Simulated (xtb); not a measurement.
C2H3O (SMILES C[C]=O), doublet, from a rough starting geometry; GFN2-xTB run with xtb.

Here is a job for xtb.
```
$ xtb mol.xyz --gfn 2 --uhf 1 --opt vtight --json

# file mol.xyz
6

C     -0.49633229    -0.01030993     0.06855722
C      0.94066101    -0.47861177     0.11465545
O      1.95047658    -0.04163181    -0.16091813
H     -0.71109035     0.21994193     1.09330263
H     -1.10607098    -0.70883176    -0.39647074
H     -0.51708175     0.91637744    -0.56796677
```

Output, abridged:

```
   ID    Z sym.   atoms
    1    6 C      1, 2
    2    8 O      3
    3    1 H      4-6

           -------------------------------------------------
          |                Calculation Setup                |
           -------------------------------------------------

           -------------------------------------------------
          |                 G F N 2 - x T B                 |
           -------------------------------------------------

          ...................................................
          :                      SETUP                      :
          :.................................................:
          :  # basis functions                  15          :
          :  # atomic orbitals                  15          :
          :  # shells                            9          :
          :  # electrons                        17          :
          :  max. iterations                   250          :
          :  Hamiltonian                  GFN2-xTB          :
          :  restarted?                      false          :
          :  GBSA solvation                  false          :
          :  PC potential                    false          :
          :  electronic temp.          300.0000000     K    :
          :  accuracy                    1.0000000          :
          :  -> integral cutoff          0.2500000E+02      :
          :  -> integral neglect         0.1000000E-07      :
          :  -> SCF convergence          0.1000000E-05 Eh   :
          :  -> wf. convergence          0.1000000E-03 e    :
          :  Broyden damping             0.4000000          :
          :  net charge                          0          :
          :  unpaired electrons                  1          :
          ...................................................

 iter      E             dE          RMSdq      gap      omega  full diag
   1     -9.8991261 -0.989913E+01  0.452E+00    1.59       0.0  T
   2     -9.9040662 -0.494014E-02  0.257E+00    1.50       1.0  T
   3     -9.9032683  0.797892E-03  0.969E-01    1.48       1.0  T
   4     -9.9049566 -0.168825E-02  0.155E-01    1.45       1.0  T
   5     -9.9049835 -0.269148E-04  0.649E-02    1.46       1.0  T
   6     -9.9049971 -0.135459E-04  0.207E-02    1.46       2.0  T
   7     -9.9049973 -0.248842E-06  0.277E-03    1.46      14.8  T
   8     -9.9049973 -0.297419E-08  0.170E-03    1.46      24.0  T
   9     -9.9049973 -0.137002E-07  0.187E-04    1.46     218.3  T
  10     -9.9049973 -0.231530E-10  0.297E-05    1.46    1374.9  T

   *** convergence criteria satisfied after 10 iterations ***

         :::::::::::::::::::::::::::::::::::::::::::::::::::::
         ::                     SUMMARY                     ::
         :::::::::::::::::::::::::::::::::::::::::::::::::::::
         :: total energy              -9.766692192970 Eh    ::
         :: gradient norm              0.186076088317 Eh/a0 ::
         :: HOMO-LUMO gap              1.457299855671 eV    ::
         ::.................................................::
         :: SCC energy                -9.904997250959 Eh    ::
         :: -> isotropic ES            0.012183386073 Eh    ::
         :: -> anisotropic ES          0.000461178941 Eh    ::
         :: -> anisotropic XC          0.003510795959 Eh    ::
         :: -> dispersion             -0.001649604194 Eh    ::
         :: repulsion energy           0.138305057989 Eh    ::
         :: add. restraining           0.000000000000 Eh    ::
         :: total charge               0.000000000000 e     ::
         :::::::::::::::::::::::::::::::::::::::::::::::::::::

      -----------------------------------------------------------
     |                   =====================                   |
     |                        A N C O P T                        |
     |                   =====================                   |
     |               Approximate Normal Coordinate               |
[...]
 * total energy  :    -9.7772736 Eh     change       -0.1288611E-03 Eh
 * total energy  :    -9.7772807 Eh     change       -0.7076474E-05 Eh
 * total energy  :    -9.7772849 Eh     change       -0.4226819E-05 Eh
 * total energy  :    -9.7772898 Eh     change       -0.4887036E-05 Eh
 * total energy  :    -9.7772935 Eh     change       -0.3677284E-05 Eh
 * total energy  :    -9.7773110 Eh     change       -0.1752129E-04 Eh
 * total energy  :    -9.7773144 Eh     change       -0.3381056E-05 Eh
 * total energy  :    -9.7773213 Eh     change       -0.6907126E-05 Eh
 * total energy  :    -9.7773227 Eh     change       -0.1440313E-05 Eh
 * total energy  :    -9.7773232 Eh     change       -0.4891727E-06 Eh
 * total energy  :    -9.7773237 Eh     change       -0.5001537E-06 Eh
 * total energy  :    -9.7773238 Eh     change       -0.6068130E-07 Eh
   *** GEOMETRY OPTIMIZATION CONVERGED AFTER 15 ITERATIONS ***
         :: total energy              -9.777323799025 Eh    ::
[...]
         :: total charge               0.000000000000 e     ::
         :::::::::::::::::::::::::::::::::::::::::::::::::::::

           -------------------------------------------------
          |                Property Printout                |
           -------------------------------------------------

    * Orbital Energies and Occupations

         #    Occupation            Energy/Eh            Energy/eV
      -------------------------------------------------------------
         1        2.0000           -0.7274121             -19.7939
         2        2.0000           -0.6416718             -17.4608
         3        2.0000           -0.5892103             -16.0332
         4        2.0000           -0.5520442             -15.0219
         5        2.0000           -0.5495636             -14.9544
         6        2.0000           -0.5193795             -14.1330
         7        2.0000           -0.4952481             -13.4764
         8        2.0000           -0.4795394             -13.0489
         9        1.0000           -0.3043251              -8.2811 (HOMO)
        10                         -0.2515338              -6.8446 (LUMO)
        11                          0.1391464               3.7864
        12                          0.1686613               4.5895
        13                          0.1956032               5.3226
        14                          0.1961833               5.3384
        15                          0.6708871              18.2558
      -------------------------------------------------------------
                  HL-Gap            0.0527913 Eh            1.4365 eV
             Fermi-level           -0.3349308 Eh           -9.1139 eV

     #   Z          covCN         q      C6AA      α(0)
     1   6 C        3.752    -0.116    22.783     6.807
     2   6 C        1.834     0.132    27.929     8.538
     3   8 O        0.856    -0.250    18.903     5.829
     4   1 H        0.925     0.083     1.952     2.185
     5   1 H        0.925     0.083     1.953     2.185
     6   1 H        0.924     0.069     2.097     2.265

 Mol. C6AA /au·bohr⁶  :        345.568482
 Mol. C8AA /au·bohr⁸  :       7762.834419
 Mol. α(0) /au        :         27.808718

Wiberg/Mayer (AO) data.
largest (>0.10) Wiberg bond orders for each atom

 ---------------------------------------------------------------------------
     #   Z sym  total        # sym  WBO       # sym  WBO       # sym  WBO
 ---------------------------------------------------------------------------
     1   6 C    3.987 --     2 C    1.067     6 H    0.955     5 H    0.953
                             4 H    0.953
     2   6 C    3.295 --     3 O    2.168     1 C    1.067
     3   8 O    2.284 --     2 C    2.168
     4   1 H    0.993 --     1 C    0.953
     5   1 H    0.993 --     1 C    0.953
     6   1 H    0.994 --     1 C    0.955
 ---------------------------------------------------------------------------

Topologies differ in total number of bonds
Writing topology from bond orders to xtbtopo.mol

molecular dipole:
                 x           y           z       tot (Debye)
 q only:       -0.965      -0.047       0.186
   full:       -1.107       0.075       0.129       2.839
molecular quadrupole (traceless):
                xx          xy          yy          xz          yz          zz
 q only:       -3.013      -0.004       1.575       0.689      -0.043       1.438
  q+dip:       -3.740       0.354       1.836       0.654       0.100       1.905
   full:       -4.292       0.286       1.930       0.919       0.590       2.362

optimized geometry written to: xtbopt.xyz

           -------------------------------------------------
          | TOTAL ENERGY               -9.777323799025 Eh   |
          | GRADIENT NORM               0.000108527351 Eh/α |
          | HOMO-LUMO GAP               1.436523454407 eV   |
           -------------------------------------------------

normal termination of xtb
```
